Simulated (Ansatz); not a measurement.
Ansatz (an electronic-structure program) input (RPA@PBE/cc-pVQZ):

Ansatz 0.2 input:
```yaml
crystal:
  periodic: [false, false, false]
  atoms:
    - {symbol: C, position_ang: [-2.99638434, -0.77388137, -0.65880699]}
    - {symbol: C, position_ang: [-2.25867451, 0.01858898, 0.10526688]}
    - {symbol: Ge, position_ang: [-0.32674209, 0.03157839, 0.04411417]}
    - {symbol: Br, position_ang: [0.45195496, 2.13784440, -0.52136063]}
    - {symbol: Br, position_ang: [0.55326767, -0.50184073, 2.11861031]}
    - {symbol: Br, position_ang: [0.46125571, -1.49211075, -1.50965056]}
    - {symbol: H, position_ang: [-4.07930624, -0.75853706, -0.60190564]}
    - {symbol: H, position_ang: [-2.55663400, -1.46558069, -1.36730748]}
    - {symbol: H, position_ang: [-2.70470133, 0.70911119, 0.81283125]}
basis:
  gaussian:
    orbitals: cc-pVQZ
hamiltonian:
  xc: pbe
magnetization: {spin_polarized: false}
correlation: {method: rpa, electrons: outside_noble_gas}
```

End of the output:

```
integrals: 3.21 GiB planned
2954 factors; integrals over basis functions are off by at most 9.4e-4 eV
0.73 GiB of the device are held for the grids
5.37 GiB of device memory are held for the factors and their scratch space
mean field: 8.19 GiB planned
mean field evaluation 1: about -268735.0451 eV, gradient 7.1e1 eV
mean field evaluation 2: about -268735.0373 eV, gradient 7.1e1 eV
mean field evaluation 4: about -268743.5670 eV, gradient 2.9e1 eV
mean field evaluation 8: about -268746.4191 eV, gradient 5.2e-1 eV
mean field evaluation 16: about -268746.4187 eV, gradient 2.3e-3 eV
mean field -268746.41873047 eV, -9876.2487254796 hartree, gradient 7.6e-6 eV, S^2 0.000000; 0 other end points of the search recorded, 0 dependent functions left out
58 core orbitals not correlated
reference -268586.10180944 eV, -9870.3571872985 hartree; 18, 18 occupied and 396, 396 virtual orbitals, 2954 factors
Total energy: -268631.25617476 eV, -9872.0165796173 hartree
```
